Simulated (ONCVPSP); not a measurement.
# nitrogen ONCV: all-electron and pseudo phase curves

ONCVPSP 4.0.1 input, shortened (lines: element, Z, core and valence counts, functional; n l f; lmax; l rc ep ncon nbas qcut; lloc lpopt rc5 dvloc0; l nproj debl; icmod fcfact rcfact), PBEsol, scalar-relativistic:

```
  N 7.00    1    2  -116133      upf
    1    0    2.00
    2    0    2.00
    2    1    2.50
    1
    0    1.00    0.00    3    7    5.90
    1    1.85    0.00    4    9    8.70
    4    5    0.75    3.00
    0    3    2.30
    1    2    2.20
    1    0.60    0.00
```

The phase is arctan(r·R′/R) of the radial function R(r), unwrapped; energies in Ha, scanned from -2 to 5 Ha. A pole is an energy at which the radial function vanishes at the test radius. The pseudo phase is shifted by a multiple of π to meet the all-electron one at the reference energy, and phase errors are pseudo minus all-electron; the curves can meet again beyond the range given. Levels narrower than the energy grid can be missing from the lists of poles.

**Question.** For each channel, where are the poles, and over which energies does the pseudopotential scatter like the atom?

**Answer.**

| channel | radius (bohr) | reference energy (Ha) | poles, all-electron | poles, pseudo | unbroken range about the reference energy with phases within 0.05 rad | phase error 1 Ha above the reference energy (rad) |
| --- | --- | --- | --- | --- | --- | --- |
| s | 1.01 | -0.92 | 4.41 | 4.41 | the whole range | +0.000 |
| p | 1.88 | -0.49 | -0.05, 4.40 | -0.05, 4.43 | the whole range | +0.000 |

Phases in the s channel:

| E (Ha) | all-electron | pseudo |
| --- | --- | --- |
| -1.98 | -0.214 | -0.213 |
| -1.80 | -0.328 | -0.327 |
| -1.62 | -0.438 | -0.438 |
| -1.44 | -0.542 | -0.541 |
| -1.26 | -0.638 | -0.638 |
| -1.08 | -0.726 | -0.726 |
| -0.90 | -0.806 | -0.806 |
| -0.72 | -0.878 | -0.878 |
| -0.54 | -0.943 | -0.942 |
| -0.36 | -1.000 | -1.000 |
| -0.18 | -1.052 | -1.052 |
| 0.00 | -1.098 | -1.098 |
| 0.18 | -1.140 | -1.140 |
| 0.36 | -1.177 | -1.177 |
| 0.54 | -1.212 | -1.212 |
| 0.72 | -1.243 | -1.243 |
| 0.90 | -1.271 | -1.271 |
| 1.08 | -1.297 | -1.297 |
| 1.26 | -1.321 | -1.321 |
| 1.44 | -1.343 | -1.343 |
| 1.62 | -1.364 | -1.364 |
| 1.80 | -1.383 | -1.383 |
| 1.98 | -1.401 | -1.401 |
| 2.16 | -1.417 | -1.417 |
| 2.34 | -1.433 | -1.433 |
| 2.52 | -1.448 | -1.448 |
| 2.70 | -1.462 | -1.462 |
| 2.88 | -1.476 | -1.476 |
| 3.06 | -1.488 | -1.488 |
| 3.24 | -1.501 | -1.501 |
| 3.42 | -1.512 | -1.512 |
| 3.60 | -1.524 | -1.524 |
| 3.78 | -1.535 | -1.535 |
| 3.96 | -1.546 | -1.546 |
| 4.14 | -1.556 | -1.556 |
| 4.32 | -1.566 | -1.566 |
| 4.50 | -1.576 | -1.576 |
| 4.68 | -1.586 | -1.586 |
| 4.86 | -1.595 | -1.595 |
